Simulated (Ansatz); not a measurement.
Geometry optimisation, Ansatz 0.2.0, RKS PBE-D4/def2-SVP.

Input:

```yaml
crystal:
  periodic: [false, false, false]
  atoms:
    - { symbol: Si, position_ang: [0.0, 0.0, 0.0] }
    - { symbol: H, position_ang: [0.0, 0.0, 1.46] }
    - { symbol: O, position_ang: [1.5842, 0.0, -0.5594] }
    - { symbol: H, position_ang: [1.9006, -0.9521, -0.6761] }
    - { symbol: O, position_ang: [-0.7913, 1.3709, -0.5594] }
    - { symbol: H, position_ang: [-1.7491, 1.1401, -0.7818] }
    - { symbol: O, position_ang: [-0.7913, -1.3709, -0.5594] }
    - { symbol: H, position_ang: [-1.2459, -1.8365, 0.2129] }
basis:
  gaussian: { orbitals: def2-SVP }
hamiltonian:
  xc: pbe
  dispersion: d4
relax:
  f_tol: 0.02
  max_steps: 40
```

Run as:

```bash
$ ansatz run input.yaml --threads 1 --pin off --max-ram 2048MiB --backend cpu --events-out ev --progress --plain --runs-dir out
```

Task: Where does it end, and by what steps?

Result: It converged. After 13 steps the energy has fallen by 0.275 eV; H6 moved furthest, 0.82 Å.

```
step  energy less start (eV)  largest force component (eV/Å)  accepted
   0                  0.0000                           1.519       yes
   1                 -0.1183                           0.544       yes
   2                 -0.1392                           0.196       yes
   3                 -0.1552                           0.470       yes
   4                 -0.1657                           0.569       yes
   5                 -0.1869                           0.756       yes
   6                 -0.2213                           0.398       yes
   7                 -0.2144                           0.238        no
   8                 -0.2397                           0.325       yes
   9                 -0.2580                           0.106       yes
  10                 -0.2696                           0.164       yes
  11                 -0.2690                           0.245        no
  12                 -0.2744                           0.050       yes
  13                 -0.2751                           0.018       yes
```

```xyz
8
Properties=species:S:1:pos:R:3
Si -0.069 -0.078 0.146
H 0.052 0.036 1.629
O 1.374 0.087 -0.676
H 1.770 -0.762 -0.941
O -1.073 1.185 -0.269
H -1.100 1.379 -1.223
O -0.630 -1.593 -0.304
H -1.417 -1.904 0.175
```

Run time: 14 s on 1 thread of Intel(R) Xeon(R) 6975P-C (Granite Rapids), with other jobs on the host, peak memory 0.15 GiB.
